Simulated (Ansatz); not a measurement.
A structure relaxed at PBE0-D4/def2-TZVP, charge 0, multiplicity 1:

```xyz
11

B     0.280    1.900   -0.390
O     0.714    0.770    0.202
C     0.097   -0.451    0.238
C     0.773   -1.476    0.756
N    -1.211   -0.470   -0.196
H     0.991    2.852   -0.274
H    -0.744    1.951   -1.012
H     0.341   -2.465    0.791
H     1.757   -1.314    1.168
H    -1.405    0.102   -1.003
H    -1.593   -1.398   -0.278
```

Task: Give its formula and SMILES.

Result: C2H6BNO, `BOC(=C)N`.

Task: Summarise the bond lengths by kind.

Result: 1 × B–O 1.347 Å; 2 × B–H 1.194 to 1.199 Å; 1 × C–O 1.369 Å; 1 × C–C 1.332 Å; 1 × C–N 1.379 Å; 2 × C–H 1.079 to 1.081 Å; 2 × H–N 1.007 to 1.008 Å.

Results of the Gaussian-basis code of Ansatz.
